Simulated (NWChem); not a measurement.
System: BHOF2; SMILES OB(F)F

NWChem printed, in part:

```
             Northwest Computational Chemistry Package (NWChem) 7.3.0
             --------------------------------------------------------

 CS  symmetry detected

                             Geometry "geometry" -> ""
                             -------------------------

 Output coordinates in angstroms (scale by  1.889725989 to convert to a.u.)

  No.       Tag          Charge          X              Y              Z
 ---- ---------------- ---------- -------------- -------------- --------------
    1 B                    5.0000    -0.00636904    -0.02278348     0.00000000
    2 F                    9.0000     1.21398882     0.49859058     0.00000000
    3 F                    9.0000    -0.12447332    -1.33470873     0.00000000
    4 O                    8.0000    -1.10800292     0.74414098     0.00000000
    5 H                    1.0000    -0.90977097     1.68585292     0.00000000

 Effective nuclear repulsion energy (a.u.)     112.8110273443

      Symmetry information
      --------------------

 Group name             Cs
 Group number              2
 Group order               2
 No. of unique centers     5

  pbe96 is a nonlocal functional; adding pw91lda local functional.

                                 NWChem DFT Module
                                 -----------------

 Summary of "ao basis" -> "ao basis" (spherical)
 ------------------------------------------------------------------------------
       Tag                 Description            Shells   Functions and Types
 ---------------- ------------------------------  ------  ---------------------
 B                           6-31g*                  6       14   3s2p1d
 F                           6-31g*                  6       14   3s2p1d
 O                           6-31g*                  6       14   3s2p1d
 H                           6-31g*                  2        2   2s

      Symmetry analysis of basis
      --------------------------

        a'         42
        a"         16

            General Information
            -------------------
          SCF calculation type: DFT
          Wavefunction type:  closed shell.
          No. of atoms     :     5
          No. of electrons :    32
           Alpha electrons :    16
            Beta electrons :    16
          Charge           :     0
          Spin multiplicity:     1
          Use of symmetry is: on ; symmetry adaption is: on
          Maximum number of iterations: 150
          AO basis - number of functions:    58
                     number of shells:    26
          Convergence on energy requested:  1.00D-06
          Convergence on density requested:  1.00D-05
          Convergence on gradient requested:  5.00D-04

              XC Information
              --------------
          PerdewBurkeErnzerhof Exchange Functional  1.000
            Perdew 1991 LDA Correlation Functional  1.000 local
           PerdewBurkeErnz. Correlation Functional  1.000 non-local

             Grid Information
             ----------------
          Grid used for XC integration:  medium
          Radial quadrature: Mura-Knowles
          Angular quadrature: Lebedev.
          Tag              B.-S. Rad. Rad. Pts. Rad. Cut. Ang. Pts.
          ---              ---------- --------- --------- ---------
          B                   0.85       49           7.0       434
          F                   0.50       49           8.0       434
          O                   0.60       49           6.0       434
          H                   0.35       45           7.0       434
          Grid pruning is: on
          Number of quadrature shells:   241
          Spatial weights used:  Erf1

      Superposition of Atomic Density Guess
      -------------------------------------

 Sum of atomic energies:        -298.52333731

      Non-variational initial energy
      ------------------------------

 Total energy =    -299.643885
 1-e energy   =    -638.309996
 2-e energy   =     225.855084
 HOMO         =      -0.510986
 LUMO         =       0.116810

      Symmetry analysis of molecular orbitals - initial
      -------------------------------------------------

  Numbering of irreducible representations:

     1 a'          2 a"

  Orbital symmetries:

     1 a'          2 a'          3 a'          4 a'          5 a'
     6 a'          7 a'          8 a'          9 a'         10 a'
    11 a"         12 a'         13 a"         14 a'         15 a'
    16 a"         17 a'         18 a"         19 a'         20 a'
    21 a'         22 a"         23 a'         24 a'         25 a'
    26 a'

   convergence    iter        energy       DeltaE   RMS-Dens  Diis-err
 ---------------- ----- ----------------- --------- --------- ---------
 d= 0,ls=0.0,diis     1   -300.0974006389 -4.13D+02  2.09D-02  1.03D+00
 d= 0,ls=0.0,diis     2   -300.0052815713  9.21D-02  1.11D-02  2.35D+00
 d= 0,ls=0.0,diis     3   -300.2070274782 -2.02D-01  1.55D-03  2.83D-02
 d= 0,ls=0.0,diis     4   -300.2089435482 -1.92D-03  7.58D-04  5.18D-03
 d= 0,ls=0.0,diis     5   -300.2092678804 -3.24D-04  3.04D-04  1.73D-03
  Resetting Diis
 d= 0,ls=0.0,diis     6   -300.2094115906 -1.44D-04  3.73D-05  9.58D-06
 d= 0,ls=0.0,diis     7   -300.2094126730 -1.08D-06  2.15D-05  1.15D-06
 d= 0,ls=0.0,diis     8   -300.2094124209  2.52D-07  1.43D-05  4.23D-06
 d= 0,ls=0.0,diis     9   -300.2094127707 -3.50D-07  1.08D-06  1.09D-08

         Total DFT energy =     -300.209412770666
      One electron energy =     -640.513672314390
           Coulomb energy =      261.274874036300
    Exchange-Corr. energy =      -33.781641836887
 Nuclear repulsion energy =      112.811027344311

 Numeric. integr. density =       31.999998987055

                  Occupations of the irreducible representations
                  ----------------------------------------------

                     irrep           alpha         beta
                     --------     --------     --------
                     a'               13.0         13.0
                     a"                3.0          3.0

                       DFT Final Molecular Orbital Analysis
                       ------------------------------------

 Vector   14  Occ=2.000000D+00  E=-3.440891D-01  Symmetry=a'
              MO Center= -1.8D-01, -6.6D-01, -1.8D-16, r^2= 1.8D+00
   Bfn.  Coefficient  Atom+Function         Bfn.  Coefficient  Atom+Function
  ----- ------------  ---------------      ----- ------------  ---------------
    31      0.550803  3 F  px                35      0.365080  3 F  px
    45      0.280589  4 O  px                18      0.185293  2 F  py
    49      0.177804  4 O  px                17      0.161775  2 F  px
     7      0.130785  1 B  px                22      0.120862  2 F  py
    21      0.095167  2 F  px                 3     -0.086952  1 B  px

 Vector   15  Occ=2.000000D+00  E=-3.192164D-01  Symmetry=a'
              MO Center= -1.9D-01,  4.4D-01,  1.8D-17, r^2= 2.2D+00
   Bfn.  Coefficient  Atom+Function         Bfn.  Coefficient  Atom+Function
  ----- ------------  ---------------      ----- ------------  ---------------
    45      0.434547  4 O  px                18     -0.366698  2 F  py
    49      0.288148  4 O  px                22     -0.253525  2 F  py
    17      0.233607  2 F  px                31     -0.210588  3 F  px
    48     -0.159731  4 O  s                 21      0.153243  2 F  px
    35     -0.146203  3 F  px                46      0.118913  4 O  py

 Vector   16  Occ=2.000000D+00  E=-3.052426D-01  Symmetry=a"
              MO Center= -8.1D-01,  5.3D-01, -1.0D-16, r^2= 1.3D+00
   Bfn.  Coefficient  Atom+Function         Bfn.  Coefficient  Atom+Function
  ----- ------------  ---------------      ----- ------------  ---------------
    47      0.583742  4 O  pz                51      0.429831  4 O  pz
    33     -0.209155  3 F  pz                19     -0.186187  2 F  pz
    37     -0.151567  3 F  pz                23     -0.135095  2 F  pz
     5      0.095348  1 B  pz                13      0.029962  1 B  d  1
     9      0.026092  1 B  pz                55     -0.025115  4 O  d  1

 Vector   17  Occ=0.000000D+00  E= 3.570290D-02  Symmetry=a'
              MO Center= -7.2D-01,  1.5D+00,  7.6D-16, r^2= 2.4D+00
   Bfn.  Coefficient  Atom+Function         Bfn.  Coefficient  Atom+Function
  ----- ------------  ---------------      ----- ------------  ---------------
    58      1.265658  5 H  s                 48     -0.959085  4 O  s
     6      0.653903  1 B  s                 50     -0.389309  4 O  py
    46     -0.252968  4 O  py                34     -0.228545  3 F  s
    20     -0.199874  2 F  s                 49     -0.196075  4 O  px
    44     -0.174130  4 O  s                 57      0.169020  5 H  s

 Vector   18  Occ=0.000000D+00  E= 3.695632D-02  Symmetry=a"
              MO Center= -3.4D-02, -1.8D-03,  6.8D-16, r^2= 1.7D+00
   Bfn.  Coefficient  Atom+Function         Bfn.  Coefficient  Atom+Function
  ----- ------------  ---------------      ----- ------------  ---------------
     5      0.623722  1 B  pz                 9      0.573025  1 B  pz
    51     -0.300056  4 O  pz                47     -0.291906  4 O  pz
    33     -0.257585  3 F  pz                19     -0.255708  2 F  pz
    37     -0.236625  3 F  pz                23     -0.231987  2 F  pz

 Vector   19  Occ=0.000000D+00  E= 1.216577D-01  Symmetry=a'
              MO Center=  7.7D-03,  2.6D-01, -2.4D-15, r^2= 3.0D+00
   Bfn.  Coefficient  Atom+Function         Bfn.  Coefficient  Atom+Function
  ----- ------------  ---------------      ----- ------------  ---------------
     6      1.889848  1 B  s                 58     -0.846185  5 H  s
    20     -0.591191  2 F  s                 34     -0.511637  3 F  s
    50      0.458619  4 O  py                21      0.261764  2 F  px
    46      0.248430  4 O  py                36     -0.240590  3 F  py
    49     -0.208549  4 O  px                17      0.154106  2 F  px

[...]
```

Level: PBE/6-31G* (spherical d), vertical spin-unrestricted ions. All runs use the structure optimised with PBE0/def2-SVP.

Problem. Write an input that gives this output.

Solution. This is not unique; one that fits is the input that was run:
```
start job
memory heap 200 mb stack 900 mb global 1100 mb
geometry units angstroms noautoz
  B     -0.023443    -0.008516     0.000000
  F      1.297165    -0.139278     0.000000
  F     -0.758743    -1.101416     0.000000
  O     -0.619586     1.194141     0.000000
  H      0.007652     1.923997     0.000000
end
basis spherical
  * library 6-31g*
end
dft
  xc xpbe96 cpbe96
  iterations 150
  vectors input atomic output neutral.movecs
end
task dft energy
charge 1
dft
  odft
  mult 2
  vectors input atomic output cation.movecs
end
task dft energy
```
